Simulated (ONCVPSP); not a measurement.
## Scattering properties, ONCV potential for palladium (Pd)

* Element: Pd (Z = 46)
* Generator: ONCVPSP 4.0.1
* Type: optimised norm-conserving Vanderbilt (ONCV)
* Functional: PBE
* Relativity: fully relativistic
* Frozen core: [Ar] 3d10
* Valence charge: 18
* Reference configuration: 4s2 4p6 4d10
* Partial waves: 4s: rc 1.60 bohr, ncon 4, nbas 7, qcut 9.8 1/bohr, 1 projector; 4p: rc 1.75 bohr, ncon 5, nbas 9, qcut 7.4 1/bohr, 2 projectors, debl 2 Ha; 4d: rc 1.70 bohr, ncon 4, nbas 9, qcut 7.4 1/bohr, 2 projectors, debl 3.1 Ha
* Local potential: polynomial inside 1.15 bohr (lpopt 5, dvloc0 2 Ha)
* Core correction: none

Open shells are filled in proportion to 2j + 1.

The phase is arctan(r·R′/R) of the radial function R(r), unwrapped; energies in Ha, scanned from -5 to 5 Ha. A pole is an energy at which the radial function vanishes at the test radius. The pseudo phase is shifted by a multiple of π to meet the all-electron one at the reference energy, and phase errors are pseudo minus all-electron; the curves can meet again beyond the range given. Levels narrower than the energy grid can be missing from the lists of poles.

Question: For each channel, where are the poles, and over which energies does the pseudopotential scatter like the atom?

Answer:

```
channel  radius (bohr)  reference energy (Ha)  poles, all-electron  poles, pseudo  unbroken range about the reference energy with phases within 0.05 rad  phase error 1 Ha above the reference energy (rad)
      s           1.63                  -3.13                -2.77    -2.77, 3.46                                                             below -0.4                                             -0.004
   p3/2           1.78                  -1.83                -1.50          -1.50                                                        the whole range                                             -0.000
   p1/2           1.78                  -1.99                -1.70          -1.70                                                        the whole range                                             -0.000
   d5/2           1.73                  -0.14                 0.77           0.77                                                        the whole range                                             +0.001
   d3/2           1.73                  -0.16                 0.73           0.73                                                        the whole range                                             +0.001
```

Phases in the p1/2 channel:

```
E (Ha)  all-electron  pseudo
 -4.96         1.320   1.320
 -4.48         1.295   1.295
 -4.00         1.260   1.260
 -3.52         1.204   1.204
 -3.04         1.088   1.088
 -2.56         0.655   0.655
 -2.08        -1.186  -1.186
 -1.60        -1.617  -1.617
 -1.12        -1.757  -1.757
 -0.64        -1.859  -1.859
 -0.16        -1.975  -1.975
  0.32        -2.151  -2.151
  0.80        -2.484  -2.484
  1.28        -3.142  -3.143
  1.76        -3.842  -3.843
  2.24        -4.207  -4.208
  2.72        -4.387  -4.388
  3.20        -4.491  -4.492
  3.68        -4.558  -4.560
  4.16        -4.607  -4.609
  4.64        -4.645  -4.647
```
